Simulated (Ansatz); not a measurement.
Cost and result for the atomization energy of C2H6BClO, SMILES `COB(C)Cl` (11 atoms, 10 bonds).

```xyz
11

C    -0.195   -0.136   -1.682
O    -0.875    0.558   -0.660
B    -0.559    0.530    0.643
C     0.603   -0.260    1.330
Cl   -1.597    1.548    1.668
H    -0.929   -0.690   -2.269
H     0.300    0.589   -2.332
H     0.550   -0.831   -1.290
H     1.083   -1.013    0.703
H     0.245   -0.744    2.241
H     1.375    0.449    1.648
```

The species carries charge 0 and has multiplicity 1. Geometry: relaxed with PBE0-D4/def2-TZVP. It is one conformer, not always the lowest. Program: Ansatz. All runs use 4 threads of a server CPU on a shared host. Times are those of one run each, without the atoms' runs, and a repeat can differ threefold. Electronic energies, without spin–orbit coupling; frozen cores. CCSD(T)/CBS adds CCSD(T) − MP2 in def2-TZVPP to the MP2 limit, and its time is that of the two runs behind it. T1 = 0.012. HSE06 is the plane-wave form, built on full-range PBE exchange.

CCSD(T)/CBS is a level of theory with its own doubt, some kJ/mol a heavy atom from the limit and from the frozen cores, so smaller differences don't rank the functionals.

```
                             level  functions  wall time  atomization (kcal/mol)  difference from CCSD(T)/CBS  per bond
            LDA (SPW92)/def2-TZVPP        250     0.75 s                  1187.1                        149.7      15.0
              revPBE-D4/def2-TZVPP        250      1.1 s                  1035.6                         -1.8      -0.2
   PBE-D4/def2-TZVPP (with forces)        250      1.4 s                  1061.4                         24.0       2.4
               BHLYP-D4/def2-TZVPP        250      1.6 s                  1012.9                        -24.5      -2.4
               HSE06-D4/def2-TZVPP        250      1.8 s                  1046.1                          8.7       0.9
           CAM-B3LYP-D4/def2-TZVPP        250      1.8 s                  1044.9                          7.5       0.7
r2SCAN-D4/def2-TZVPP (with forces)        250        2 s                  1046.0                          8.6       0.9
                  CCSD(T)/def2-SVP        104      2.6 s                   995.9                        -41.5      -4.2
                ωB97X-V/def2-TZVPP        250      3.4 s                  1040.5                          3.1       0.3
                 B97M-V/def2-TZVPP        250      3.6 s                  1045.3                          7.9       0.8
                    MP2/def2-QZVPP        478       13 s                  1047.9                         10.5       1.0
                CCSD(T)/def2-TZVPP        250       38 s                  1014.2                        -23.2      -2.3
                 CCSD(T)/CBS(def2)          –       51 s                  1037.4                          0.0       0.0
```

From r2SCAN to r2SCAN0 (25 % exact exchange), in def2-TZVPP and without D4, the atomization energy moves by −14.0 kcal/mol: exact exchange takes away binding that semilocal exchange gives to molecules. In def2-TZVPP, CCSD(T) changes the Hartree–Fock value by +229.6 kcal/mol (the triples alone add +14.1 kcal/mol) and MP2 by +249.6 kcal/mol; breaking electron pairs costs correlation energy, which Hartree–Fock lacks. At CCSD(T), def2-SVP lies −41.5 kcal/mol from the extrapolated value and def2-TZVPP −23.2 kcal/mol: correlation converges slowly with the basis, and small sets miss more of it in the bonded molecule than in its fragments.
